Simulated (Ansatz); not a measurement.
Geometry optimisation, RKS PBE0-D4/def2-SVP (Ansatz 0.2.0).

The input (input.yaml):

```yaml
crystal:
  periodic: [false, false, false]
  atoms:
    - { symbol: Ge, position_ang: [0.0, 0.0, 0.0] }
    - { symbol: H, position_ang: [0.0, 0.0, 1.9] }
    - { symbol: H, position_ang: [1.4616, 0.0, -0.5162] }
    - { symbol: H, position_ang: [-0.73, 1.2648, -0.5162] }
    - { symbol: H, position_ang: [-0.73, -1.2648, -0.5162] }
    - { symbol: Cl, position_ang: [-2.3914, 0.0, 0.7946] }
    - { symbol: H, position_ang: [-0.9803, 0.0, 1.9424] }
basis:
  gaussian: { orbitals: def2-SVP }
hamiltonian:
  xc: pbe0
  dispersion: d4
relax:
  f_tol: 0.15
  max_steps: 25
  restrain:
    - { distance: [0, 5], at: 2.22, k: 30.0 }
    - { distance: [6, 1], at: 0.66, k: 30.0 }
    - { distance: [0, 1], at: 2.75, k: 30.0 }
    - { distance: [6, 5], at: 2.57, k: 30.0 }
```

Launched with:

```bash
$ ansatz run input.yaml --threads 1 --pin off --max-ram 2048MiB --backend cpu --events-out ev --progress --plain --runs-dir out
```

Task: Where does it end, and by what steps?

Result: The forces met the threshold. The restraints hold the end off the free minimum; the threshold counts their pulls, which the force column leaves out. Restrained pairs: Ge1–Cl6 (2.52 → 2.20 Å), H2–H7 (0.98 → 0.72 Å), Ge1–H2 (1.90 → 2.76 Å), Cl6–H7 (1.82 → 2.58 Å). After 8 steps the energy has fallen by 2.965 eV (the restraints' own energy left out); H3 moved furthest, 1.21 Å.

```tsv
step	energy less start (eV)	largest force component (eV/Å)	accepted
0	0.0000	2.204	yes
1	-0.1084	1.332	yes
2	-0.2622	3.968	yes
3	-1.1348	3.873	yes
4	-1.8499	2.622	yes
5	-2.4133	1.030	yes
6	-2.7628	0.973	yes
7	-2.9350	1.520	yes
8	-2.9654	1.597	yes
```

```xyz
7
Properties=species:S:1:pos:R:3
Ge -0.508 0.000 -0.437
H 0.217 0.000 2.231
H 0.736 0.000 0.452
H -0.558 1.268 -1.298
H -0.558 -1.268 -1.298
Cl -2.297 0.000 0.845
H -0.403 0.000 2.593
```

Time of the run: 9.9 s on 1 thread of AMD EPYC 9R45 96-Core Processor (Zen 5) (shared host), peak memory 0.17 GiB.
